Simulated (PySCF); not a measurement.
C2H6AlCl2N: core ionisation energies

Compound: AlCl2(NMe2), C₂H₆AlCl₂N.
Geometry (PBE0-D3(BJ)/def2-SVP, Å), atoms numbered from 1 in this order:
```xyz
12
C2H6AlCl2N angstrom
Al     0.833    1.576    0.042
Cl     2.585    1.879   -1.060
Cl     0.036    3.146    1.176
N      0.024    0.010    0.007
C     -1.179   -0.270    0.754
C      0.494   -1.110   -0.775
H     -2.018   -0.552    0.089
H     -1.496    0.612    1.332
H     -1.033   -1.105    1.466
H      1.410   -0.848   -1.325
H      0.721   -1.986   -0.138
H     -0.262   -1.434   -1.517
```

The calculation used delta-SCF UKS SCAN, pcX-2 on the ionised atom, pcseg-1 elsewhere, spin-free X2C in PySCF. Each binding energy is the total energy of the core-ionised species, with the hole localised on one atom, minus that of the ground state; both are solved self-consistently, so orbital relaxation is included.

**Question.** What binding energy does each computed site have?

**Answer.** 
| atom(s) | environment | level | binding energy (eV) | 2p1/2 (eV) | count |
| --- | --- | --- | --- | --- | --- |
| Cl2/Cl3 | chlorine bonded to Al | Cl 1s | 2828.52 | – | 2 |
| Al1 | aluminium bonded to 2 Cl and N | Al 1s | 1568.06 | – | 1 |
| N4 | nitrogen bonded to Al and 2 C | N 1s | 404.51 | – | 1 |
| C5/C6 | carbon bonded to N and 3 H | C 1s | 291.73 | – | 2 |
| Cl2/Cl3 | chlorine bonded to Al | Cl 2p3/2 | 205.94 | 207.59 | 2 |

**Question.** Which effective nuclear charge Zeff reproduces each element's mean 1s value in the hydrogen-like formula E = 13.606 eV × Zeff²?

**Answer.** C (Z = 6): mean 291.7 eV, Zeff = 4.63, Z − Zeff = 1.37; N (Z = 7): mean 404.5 eV, Zeff = 5.45, Z − Zeff = 1.55; Al (Z = 13): mean 1568.1 eV, Zeff = 10.74, Z − Zeff = 2.26; Cl (Z = 17): mean 2828.5 eV, Zeff = 14.42, Z − Zeff = 2.58. Means run over the listed sites, weighted by atom count.

The first atom of each set that the bonding makes equivalent was ionised and stands for the set. The 2p values aren't plain energy differences: one relaxed spin-free 2p hole is combined with a matrix within the shell (ground-state 2p orbital-energy differences and spin–orbit coupling). 2p3/2, the mean of its two sublevels, lies a third of the splitting below the shell's mean and 2p1/2 two thirds above it; the statistical areas are 2:1. 2p1/2 minus 2p3/2 (ligand field included): Cl 1.65 eV. Geometry: PBE0-D3(BJ)/def2-SVP; no solvent, vibrations or thermal averaging.
